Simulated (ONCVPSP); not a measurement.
S ONCV: all-electron and pseudo phase curves

```
Element                 : sulfur (S)
Generator               : ONCVPSP 4.0.1
Type                    : optimised norm-conserving Vanderbilt (ONCV)
Functional              : PBE
Relativity              : scalar-relativistic
Frozen core             : [Ne]
Valence charge          : 6
Reference configuration : 3s1 3p5
Partial waves           : 3s: rc 1.20 bohr, ncon 5, nbas 10, qcut 5.9 1/bohr, 1 projector; 3p: rc 1.20 bohr, ncon 4, nbas 8, qcut 6.9 1/bohr, local
Local potential         : the p channel
Core correction         : Teter function, parameters optimised by the program
```

The phase is arctan(r·R′/R) of the radial function R(r), unwrapped; energies in Ha, scanned from -2 to 5 Ha. A pole is an energy at which the radial function vanishes at the test radius. The pseudo phase is shifted by a multiple of π to meet the all-electron one at the reference energy, and phase errors are pseudo minus all-electron; the curves can meet again beyond the range given. Levels narrower than the energy grid can be missing from the lists of poles.

**Question.** For each channel, where are the poles, and over which energies does the pseudopotential scatter like the atom?

**Answer.**

```
channel  radius (bohr)  reference energy (Ha)  poles, all-electron  poles, pseudo  unbroken range about the reference energy with phases within 0.05 rad  phase error 1 Ha above the reference energy (rad)
      s           1.22                  -0.66                 none           4.23                                                              below 3.5                                             -0.009
      p           1.22                  -0.28                 none           4.58                                                              below 3.6                                             -0.016
```

Phases in the s channel:

| E (Ha) | all-electron | pseudo |
| --- | --- | --- |
| -1.98 | 0.535 | 0.517 |
| -1.62 | 0.328 | 0.315 |
| -1.26 | 0.072 | 0.066 |
| -0.90 | -0.211 | -0.212 |
| -0.54 | -0.482 | -0.482 |
| -0.18 | -0.709 | -0.712 |
| 0.18 | -0.886 | -0.893 |
| 0.54 | -1.020 | -1.032 |
| 0.90 | -1.122 | -1.138 |
| 1.26 | -1.202 | -1.222 |
| 1.62 | -1.265 | -1.289 |
| 1.98 | -1.316 | -1.344 |
| 2.34 | -1.359 | -1.391 |
| 2.70 | -1.395 | -1.431 |
| 3.06 | -1.426 | -1.467 |
| 3.42 | -1.453 | -1.501 |
| 3.78 | -1.477 | -1.532 |
| 4.14 | -1.499 | -1.563 |
| 4.50 | -1.519 | -1.594 |
| 4.86 | -1.537 | -1.628 |
